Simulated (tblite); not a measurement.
Start geometry of `C=C/C=C/C=C\O[SiH3]` from a force field or distance geometry (Å):
```
atom  x, y, z in Å
C1     3.5312    1.0363   -1.0112
C2     2.3973    0.7616   -0.3734
C3     1.3868   -0.1438   -0.8813
C4     0.2713   -0.3727   -0.1883
C5    -0.6874   -1.3054   -0.8062
C6    -1.8069   -1.5599   -0.1280
O7    -2.0578   -0.9915    1.1140
Si8   -2.7715    0.5917    1.1313
H9     3.7588    0.6056   -1.9931
H10    4.2509    1.6988   -0.5999
H11    2.2022    1.2029    0.6139
H12    1.5428   -0.6001   -1.8494
H13    0.0772    0.0636    0.7932
H14   -0.4973   -1.7518   -1.7824
H15   -2.5416   -2.2371   -0.5704
H16   -3.0507    1.0226   -0.2348
H17   -1.9368    1.5630    1.8682
H18   -4.0774    0.4226    1.8269
```

What comes out of this run: tblite 0.8.0, GFN2-xTB geometry optimisation, gas phase?

```
atom  x, y, z in Å
C1     3.536    1.062   -0.965
C2     2.272    0.954   -0.557
C3     1.422   -0.162   -0.868
C4     0.153   -0.274   -0.437
C5    -0.693   -1.390   -0.737
C6    -1.952   -1.591   -0.321
O7    -2.715   -0.825    0.464
Si8   -2.687    0.570    1.295
H9     3.999    0.299   -1.569
H10    4.148    1.910   -0.711
H11    1.832    1.735    0.050
H12    1.851   -0.946   -1.479
H13   -0.263    0.516    0.173
H14   -0.269   -2.158   -1.369
H15   -2.482   -2.488   -0.627
H16   -2.510    1.711    0.395
H17   -1.631    0.566    2.310
H18   -4.018    0.516    1.881
```

The energy falls by 0.598 eV over 115 L-BFGS steps, the largest force on an atom goes from 2.15 to 0.010 eV/Å, and the atoms move by 0.590 Å rms after alignment. The bond that changes most is O7–Si8 (silyl ether oxygen to oxygen-bound silicon), which shortens by 0.113 Å. Bonds longer at the end by more than 0.005 Å: 4 of 17; shorter: 11. Among the angles that change most is C6–O7–Si8, from 117.1° to 141.6°. Among the dihedrals that turn most is H15–C6–O7–Si8, from -95° to 179°. Rotational constants go from 3704, 696.6, 610.4 to 3621, 687.7, 581.9 MHz. The orientation of the end geometry is arbitrary; only internal coordinates are fixed.

Its GFN2-xTB frequencies are all real (lowest 61 cm⁻¹). One conformer, not necessarily the lowest.

These are computed values.
